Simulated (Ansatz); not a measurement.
Steps of a relaxation of C₂H₇NOSi (`C[Si]1(N)CO1`) with RKS PBE0-D4/def2-TZVP.

```sh
$ ansatz run in.yaml --threads 4 --pin off --events-out ev --progress --plain --max-ram 10444MiB
```

```yaml
crystal:
  periodic: [false, false, false]
  atoms:
    - {symbol: C, position_ang: [-1.422489, 0.311980, 0.899853]}
    - {symbol: Si, position_ang: [0.159813, 0.052422, -0.058670]}
    - {symbol: N, position_ang: [1.528859, 0.294733, 0.961116]}
    - {symbol: C, position_ang: [0.282312, -0.900361, -1.610903]}
    - {symbol: O, position_ang: [0.157062, 0.591333, -1.677394]}
    - {symbol: H, position_ang: [-1.495684, 1.358357, 1.263092]}
    - {symbol: H, position_ang: [-1.484395, -0.360457, 1.778480]}
    - {symbol: H, position_ang: [-2.291308, 0.122492, 0.240460]}
    - {symbol: H, position_ang: [2.475367, 0.213452, 0.584163]}
    - {symbol: H, position_ang: [1.491564, 0.970172, 1.727468]}
    - {symbol: H, position_ang: [-0.575266, -1.434355, -2.070568]}
    - {symbol: H, position_ang: [1.251264, -1.274967, -2.002996]}
basis:
  gaussian: {orbitals: def2-TZVP}
hamiltonian: {xc: pbe0, dispersion: d4}
relax: {f_tol: 0.005, max_steps: 150}
```

Positions (Å) and forces (eV/Å) along the path, 10 of 14 steps:

```xyz
12
step=1 energy=-13596.6258 eV
C    -1.422    0.312    0.900   -0.157    0.075    0.102
Si    0.160    0.052   -0.059    0.281    0.187   -0.940
N     1.529    0.295    0.961   -0.005    0.284   -0.179
C     0.282   -0.900   -1.611    0.007   -0.100    0.050
O     0.157    0.591   -1.677    0.043   -0.618    1.069
H    -1.496    1.358    1.263    0.047   -0.496   -0.175
H    -1.484   -0.360    1.778    0.047    0.310   -0.436
H    -2.291    0.122    0.240    0.420    0.078    0.309
H     2.475    0.213    0.584   -0.612    0.057    0.224
H     1.492    0.970    1.727    0.001   -0.440   -0.498
H    -0.575   -1.434   -2.071    0.470    0.373    0.256
H     1.251   -1.275   -2.003   -0.541    0.289    0.218
12
step=4 energy=-13596.7112 eV rejected
C    -1.381    0.318    0.892   -0.212   -0.020   -0.067
Si    0.158    0.060   -0.092   -0.041    0.165    0.135
N     1.481    0.331    0.929    0.292   -0.235   -0.423
C     0.275   -0.929   -1.581    0.049    0.058   -0.352
O     0.170    0.568   -1.668    0.010   -0.063    0.197
H    -1.445    1.343    1.265    0.027    0.019   -0.011
H    -1.432   -0.357    1.750    0.031   -0.015   -0.014
H    -2.251    0.140    0.258   -0.040    0.006    0.027
H     2.427    0.260    0.590   -0.006    0.006    0.038
H     1.418    0.898    1.746   -0.079    0.208    0.326
H    -0.569   -1.412   -2.070   -0.026   -0.076    0.074
H     1.226   -1.276   -1.984   -0.005   -0.053    0.068
12
step=5 energy=-13596.7201 eV
C    -1.398    0.314    0.887   -0.024    0.000   -0.009
Si    0.160    0.059   -0.077   -0.011    0.024    0.049
N     1.502    0.312    0.931    0.030    0.020   -0.055
C     0.277   -0.913   -1.584    0.006   -0.021   -0.049
O     0.166    0.578   -1.648    0.010    0.005    0.006
H    -1.466    1.343    1.250    0.004    0.006    0.002
H    -1.447   -0.354    1.749    0.003   -0.006    0.006
H    -2.263    0.127    0.248   -0.002   -0.001    0.000
H     2.441    0.242    0.576   -0.001    0.002    0.021
H     1.447    0.918    1.732   -0.009   -0.018    0.014
H    -0.570   -1.411   -2.053   -0.008   -0.007    0.006
H     1.229   -1.268   -1.978    0.002   -0.005    0.008
12
step=6 energy=-13596.7215 eV
C    -1.391    0.319    0.880   -0.033    0.003    0.049
Si    0.165    0.067   -0.084    0.023   -0.022   -0.006
N     1.508    0.346    0.911    0.010    0.093    0.093
C     0.269   -0.925   -1.581   -0.020    0.007   -0.009
O     0.163    0.569   -1.659    0.038   -0.013   -0.002
H    -1.453    1.343    1.259    0.005   -0.003   -0.002
H    -1.449   -0.362    1.732   -0.007    0.007   -0.009
H    -2.254    0.148    0.235   -0.003   -0.012    0.005
H     2.455    0.315    0.570   -0.031   -0.005    0.019
H     1.429    0.837    1.788    0.013   -0.067   -0.134
H    -0.584   -1.426   -2.038    0.005    0.013   -0.006
H     1.218   -1.286   -1.977    0.001   -0.001    0.002
12
step=7 energy=-13596.7215 eV rejected
C    -1.384    0.314    0.877   -0.024    0.014    0.031
Si    0.174    0.062   -0.083    0.014   -0.009   -0.023
N     1.513    0.359    0.914   -0.038    0.025    0.042
C     0.256   -0.928   -1.585    0.040    0.011    0.045
O     0.187    0.567   -1.656   -0.017    0.002   -0.038
H    -1.451    1.338    1.253   -0.001    0.010    0.002
H    -1.443   -0.365    1.730   -0.008   -0.007    0.001
H    -2.243    0.137    0.228   -0.012   -0.009    0.009
H     2.463    0.339    0.585   -0.004    0.000    0.004
H     1.415    0.836    1.796    0.030   -0.044   -0.067
H    -0.607   -1.410   -2.042   -0.005    0.027    0.000
H     1.196   -1.306   -1.984    0.024   -0.020   -0.006
12
step=10 energy=-13596.7227 eV
C    -1.390    0.319    0.882   -0.001   -0.010    0.003
Si    0.166    0.066   -0.087   -0.014    0.008    0.004
N     1.507    0.359    0.906    0.004    0.007    0.028
C     0.266   -0.924   -1.587   -0.002    0.003   -0.006
O     0.184    0.571   -1.660    0.004    0.003   -0.007
H    -1.466    1.351    1.234    0.003    0.000   -0.001
H    -1.430   -0.341    1.751   -0.002    0.004   -0.004
H    -2.256    0.115    0.250    0.001    0.000    0.002
H     2.456    0.318    0.577    0.000    0.003    0.000
H     1.423    0.816    1.798    0.005   -0.013   -0.023
H    -0.592   -1.407   -2.053    0.000   -0.004    0.003
H     1.211   -1.298   -1.978    0.001   -0.002    0.002
12
step=11 energy=-13596.7227 eV
C    -1.390    0.319    0.882    0.001    0.001   -0.001
Si    0.166    0.067   -0.087   -0.004   -0.004    0.000
N     1.507    0.357    0.907    0.001    0.007    0.013
C     0.265   -0.923   -1.586    0.001   -0.002    0.006
O     0.184    0.571   -1.660    0.001   -0.001   -0.004
H    -1.465    1.351    1.236   -0.001   -0.001    0.001
H    -1.432   -0.343    1.749    0.000    0.001   -0.001
H    -2.256    0.117    0.249    0.001    0.000    0.001
H     2.456    0.321    0.575   -0.002    0.001   -0.001
H     1.423    0.816    1.797    0.003   -0.006   -0.011
H    -0.592   -1.408   -2.051    0.000    0.003   -0.002
H     1.211   -1.299   -1.976    0.000    0.001   -0.001
12
step=12 energy=-13596.7227 eV
C    -1.391    0.319    0.882    0.001    0.001    0.002
Si    0.165    0.067   -0.086   -0.006   -0.004   -0.002
N     1.507    0.358    0.906   -0.002    0.003    0.008
C     0.266   -0.924   -1.585   -0.001   -0.004    0.004
O     0.185    0.571   -1.659    0.003   -0.001   -0.006
H    -1.465    1.350    1.238   -0.001    0.000    0.001
H    -1.434   -0.345    1.748    0.000    0.001   -0.001
H    -2.256    0.119    0.247    0.000   -0.001    0.001
H     2.455    0.324    0.571    0.004    0.001    0.001
H     1.426    0.813    1.798    0.002   -0.002   -0.004
H    -0.592   -1.408   -2.052   -0.001    0.002   -0.001
H     1.211   -1.300   -1.974    0.001    0.003   -0.002
12
step=13 energy=-13596.7226 eV rejected
C    -1.390    0.319    0.882   -0.014    0.003   -0.009
Si    0.165    0.066   -0.087    0.013    0.011    0.006
N     1.506    0.359    0.907    0.007   -0.006   -0.007
C     0.265   -0.925   -1.586    0.014    0.003   -0.016
O     0.189    0.570   -1.661   -0.013   -0.001    0.011
H    -1.464    1.350    1.238    0.002   -0.001   -0.001
H    -1.431   -0.344    1.749    0.002   -0.001    0.001
H    -2.256    0.117    0.249   -0.001    0.001    0.003
H     2.454    0.324    0.575    0.000    0.002    0.001
H     1.423    0.816    1.798   -0.002   -0.002    0.001
H    -0.594   -1.405   -2.053   -0.001   -0.003    0.000
H     1.210   -1.302   -1.977   -0.007   -0.006    0.009
12
step=14 energy=-13596.7227 eV
C    -1.391    0.319    0.882   -0.001    0.001    0.000
Si    0.165    0.067   -0.087    0.000    0.000    0.000
N     1.507    0.358    0.906    0.000    0.001    0.002
C     0.265   -0.924   -1.586    0.000   -0.001   -0.001
O     0.186    0.571   -1.660    0.000    0.001    0.000
H    -1.465    1.351    1.237    0.000    0.000    0.000
H    -1.433   -0.343    1.749    0.000    0.000    0.000
H    -2.256    0.118    0.249    0.001    0.000    0.000
H     2.455    0.325    0.573   -0.001    0.000    0.000
H     1.424    0.813    1.799    0.000   -0.001   -0.002
H    -0.592   -1.407   -2.052    0.000    0.000    0.000
H     1.211   -1.300   -1.975    0.000    0.000    0.000
```

It took 46 s on 4 threads of an Arm Neoverse V1 on a shared host, with 0.48 GiB of host memory at the peak.
